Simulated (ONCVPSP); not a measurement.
**Ranking ONCV potentials for palladium**

All share these settings but for the change named:

palladium, optimised norm-conserving Vanderbilt (ONCV), made with ONCVPSP 4.0.1 (PW91, scalar-relativistic). Core [Ar] 3d10, reference 4s2 4p6 4d9 (charge +1). Waves: 4s: rc 1.35 bohr, ncon 4, nbas 7, qcut 9.2 1/bohr, 1 projector; 4p: rc 1.65 bohr, ncon 4, nbas 7, qcut 8 1/bohr, 2 projectors, debl 2.6 Ha; 4d: rc 1.40 bohr, ncon 4, nbas 8, qcut 7.9 1/bohr, 2 projectors, debl 3.6 Ha. Local part: polynomial inside 1.10 bohr (lpopt 5, dvloc0 2 Ha). Core correction: Teter function, fcfact 5.5, rcfact 1.55.

Test errors are all-electron minus pseudo excitation energies from the reference, over 4s2 4p6 4d10; 4s2 4p6 4d8; 4s2 4p6 4d7; 4s2 4p6 4d9 5p1. None of these files shows a bound ghost.

The base gives 0.8 meV.

Of 7 variants that were run, those that failed, showed a ghost or another fault, or gave nearly equal values are left out.

A variant can come out equal or close to the base, since the largest error may sit in a test that the change hardly touches while other tests move.

Problem. Rank these variants by their largest absolute test error, smallest first.
A. core correction Teter function, fcfact 5.5, rcfact 1.52
B. core correction Teter function, fcfact 5.5, rcfact 1
C. core correction Teter function, fcfact 5.5, rcfact 1.18
D. core correction Teter function, fcfact 5.5, rcfact 1.7
E. core correction Teter function, fcfact 5.5, rcfact 1.82

Solution. A (0.8 meV), B (1.6 meV), C (1.8 meV), D (5.4 meV), E (14.4 meV).
